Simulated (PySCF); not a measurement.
C₄H₆O₃, SMILES O=CC1(C)OCO1.

Geometry: PBE-D3(BJ)/def2-SVP. The structure was generated by enumeration, and PubChem lists no compound with its InChIKey, so it may never have been made. Other conformers were not sampled.

Calculation: PBE-D3(BJ)/def2-SVP run with PySCF.

No scaling factor is applied to the harmonic values.

**Question.** Estimate the vibrational spectrum. (The exact figures need the calculation; the answer reports its results.)

**Answer.** 
```csv
mode,ν (cm⁻¹),IR (km/mol),moving atoms (share of kinetic energy)
1,39,5.0,"O 57 %, H 23 %, C 20 %"
2,136,1.1,"C 45 %, H 34 %, O 21 %"
3,182,0.0,H 90 %
4,248,12.0,"C 41 %, O 36 %, H 23 %"
5,308,0.0,"O 53 %, H 26 %, C 20 %"
6,378,5.7,"H 40 %, O 31 %, C 29 %"
7,432,12.3,"O 57 %, C 31 %, H 13 %"
8,490,14.0,"O 42 %, C 41 %, H 17 %"
9,736,9.9,"C 65 %, H 26 %, O 10 %"
10,845,27.5,"H 38 %, O 34 %, C 27 %"
11,883,9.7,"O 51 %, C 30 %, H 19 %"
12,917,2.1,"H 53 %, C 40 %"
13,937,22.3,"O 41 %, H 32 %, C 27 %"
14,978,10.2,"C 49 %, O 44 %"
15,1044,0.5,H 94 %
16,1076,238.3,"C 51 %, O 42 %"
17,1086,40.0,"C 54 %, H 38 %, O 9 %"
18,1111,6.8,"H 65 %, C 29 %"
19,1170,35.7,"C 69 %, H 25 %"
20,1238,16.1,"C 68 %, H 30 %"
21,1330,2.9,"H 75 %, C 22 %"
22,1339,11.8,"H 73 %, C 23 %"
23,1360,56.0,"H 64 %, C 33 %"
24,1390,3.5,H 95 %
25,1396,7.3,"H 90 %, C 9 %"
26,1497,5.5,"H 89 %, C 11 %"
27,1801,134.0,"C 60 %, O 39 %"
28,2810,92.3,H 92 %
29,2896,140.3,H 95 %
30,2941,66.7,"H 89 %, C 11 %"
31,2996,1.2,H 97 %
32,3094,1.5,"H 91 %, C 9 %"
33,3108,3.6,"H 90 %, C 10 %"
```
